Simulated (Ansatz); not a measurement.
YBr₃. The state is a triplet with charge 0. Geometry r2SCAN-D4/def2-SVP, that of the neutral singlet; atoms count from 1.

```csv
atom,x (Å),y (Å),z (Å)
Y1,0.0001,0.0006,-0.0003
Br2,1.1737,-1.3581,-1.8702
Br3,-2.5519,0.4390,-0.1239
Br4,1.3781,0.9184,1.9944
```

In the def2 sets Y takes a core potential; there is no spin–orbit coupling. At PBE0-D4/def2-TZVP a singlet of charge 0 lies 4.25 eV below the triplet at the same geometry.

Q: Estimate the Mulliken populations from the PBE0/def2-TZVP orbitals of Ansatz.

A: 
```tsv
atom	charge (e)	spin (α − β)	d electrons
Y1	0.78	0.96	1.38
Br2	-0.26	0.35	–
Br3	-0.26	0.35	–
Br4	-0.26	0.35	–
```
Mulliken values and Mayer orders depend strongly on the basis.

Q: Where does the spin sit?

A: Summed by element: Y 0.96, Br 1.04, of 2 unpaired in all. Largest on single atoms: Y1 0.96, Br2 0.35, Br3 0.35.

Q: And the Mayer bond orders between bonded heavy atoms (over 0.3)?

A: Y1–Br2 0.75 (2.59 Å); Y1–Br3 0.75 (2.59 Å); Y1–Br4 0.75 (2.59 Å).
